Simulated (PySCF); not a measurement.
Energy landscape of H₂N (cation, charge +1), triplet: symmetric bend, bond length relaxed. Scanned: H-N-H angle. Other coordinates (N-H bond length) were minimised at PBE0/def2-TZVP.

The free coordinates were minimised at PBE0/def2-TZVP in PySCF; the energy column is CCSD(T) on UHF/cc-pVTZ, 1 core orbital frozen run with PySCF, in kJ/mol.

```tsv
a / °	N-H bond length / Å	E
180	1.033	2.9
170	1.033	2.1
160	1.034	0.6
150	1.035	0.0
140	1.036	2.8
130	1.038	11.6
120	1.041	28.7
110	1.045	56.1
100	1.050	95.7
90	1.056	149.2
80	1.064	—
```

Dashes: no converged value, or the column stops at the first point that the program doubted or that broke a chosen test of continuity, which isn't proof of a fault.

The scan ran from 180.0 to 60.0; beyond the range shown the relaxed coordinates jump or full CI changes its symmetry label.
